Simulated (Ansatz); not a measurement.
Cost and result for the atomization energy of C₂H₆AlNSi, SMILES `NC1=[CH][AlH][SiH2]1` (11 atoms, 11 bonds).

```xyz
11

N     1.127   -1.415    0.351
C     0.268   -0.438   -0.014
C    -0.489   -0.428   -1.167
Al   -1.426    1.218   -1.003
Si   -0.082    1.151    0.993
H     1.264   -2.228   -0.226
H     1.647   -1.361    1.205
H    -0.417   -1.263   -1.867
H    -2.493    2.030   -1.849
H    -0.579    0.809    2.362
H     1.179    1.924    1.215
```

Total charge 0; spin multiplicity 1. All single points use the PBE0-D4/def2-TZVP geometry. It is one conformer, not always the lowest. Program: Ansatz. All runs use 4 threads of an Arm Neoverse V2 on a shared host. Times are those of one run each, without the atoms' runs, and a repeat can differ threefold. Electronic energies, without spin–orbit coupling; frozen cores. CCSD(T)/CBS adds CCSD(T) − MP2 in def2-TZVPP to the MP2 limit, and its time is that of the two runs behind it. T1 = 0.014. B3LYP takes the VWN-RPA correlation (the form of Gaussian; ORCA's B3LYP/G).

CCSD(T)/CBS is a level of theory with its own doubt, some kJ/mol a heavy atom from the limit and from the frozen cores, so smaller differences don't rank the functionals.

```
                             level  functions  wall time
   PBE-D4/def2-TZVPP (with forces)        261      2.1 s
                PBE0-D4/def2-TZVPP        261      2.7 s
 B3LYP-D4/def2-TZVPP (with forces)        261      4.1 s
r2SCAN-D4/def2-TZVPP (with forces)        261      4.3 s
                 B2PLYP/def2-TZVPP        261      4.8 s
                ωB97X-V/def2-TZVPP        261        7 s
  ωB97M-V/def2-TZVPP (with forces)        261       10 s
                    MP2/def2-QZVPP        491       18 s
                CCSD(T)/def2-TZVPP        261       89 s
                 CCSD(T)/CBS(def2)          –      110 s
```

What atomization energy does each give, and how far from CCSD(T)/CBS? (An estimate is asked.)

Ansatz gave: 
```tsv
level	atomization (kcal/mol)	difference from CCSD(T)/CBS	per bond
PBE-D4/def2-TZVPP (with forces)	946.9	23.5	2.1
PBE0-D4/def2-TZVPP	930.2	6.8	0.6
B3LYP-D4/def2-TZVPP (with forces)	926.0	2.6	0.2
r2SCAN-D4/def2-TZVPP (with forces)	929.0	5.6	0.5
B2PLYP/def2-TZVPP	913.5	-9.9	-0.9
ωB97X-V/def2-TZVPP	930.7	7.3	0.7
ωB97M-V/def2-TZVPP (with forces)	928.2	4.8	0.4
MP2/def2-QZVPP	925.7	2.3	0.2
CCSD(T)/def2-TZVPP	896.1	-27.3	-2.5
CCSD(T)/CBS(def2)	923.4	0.0	0.0
```

The D4 term adds +10.3 kcal/mol with B3LYP and +5.4 kcal/mol with PBE0; it sums over pairs of atoms, weighted by their polarisabilities, and B3LYP, whose exchange is more repulsive, gets the larger term. From PBE to PBE0 (25 % exact exchange), in def2-TZVPP and without D4, the atomization energy moves by −15.7 kcal/mol: exact exchange takes away binding that semilocal exchange gives to molecules. In def2-TZVPP, CCSD(T) changes the Hartree–Fock value by +239.8 kcal/mol (the triples alone add +16.5 kcal/mol) and MP2 by +253.2 kcal/mol; breaking electron pairs costs correlation energy, which Hartree–Fock lacks.
